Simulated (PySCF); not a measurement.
**How methods differ on the ionisation energy of Ir⁷⁴⁺**

Ir⁷⁴⁺ [He] 2s1 (2S) → Ir⁷⁵⁺ 1s2 (1S), as a difference of total energies. Computed with PySCF 2.14 in an even-tempered Gaussian basis (18 s from 56 bohr⁻², ratio 2.2; 8 p from 84 bohr⁻², ratio 2.4; 5 d from 250 bohr⁻², ratio 2.4; 5 f from 380 bohr⁻², ratio 2.4; 4 g from 570 bohr⁻², ratio 2.4), with scalar relativity by spin-free X2C-1e. Correlated levels: nothing frozen; virtual orbitals above 40 to 60 times the deepest correlated orbital energy dropped. The calculations carry no spin-orbit coupling.

| method | ionisation energy (eV) | difference from reference (eV) |
| --- | --- | --- |
| UHF | 21587.1 | +30.5 |
| LDA | 21573.2 | +16.6 |
| PBE | 21595.7 | +39.1 |
| PBE0 | 21593.6 | +37.0 |
| r2SCAN | 21583.1 | +26.5 |
| BHandHLYP | 21592.1 | +35.5 |
| M06-2X | 21597.3 | +40.7 |
| MP2 (all electrons) | 21587.4 | +30.8 |
| SCS-MP2 (all electrons) | 21587.4 | +30.8 |

Reference: 21556.6 ± 0.24 eV (theoretical estimate listed by NIST; NIST Atomic Spectra Database, ionization energies).

For this ion Breit and QED terms and the two-electron picture change, all absent here, outweigh the differences among the correlated methods.
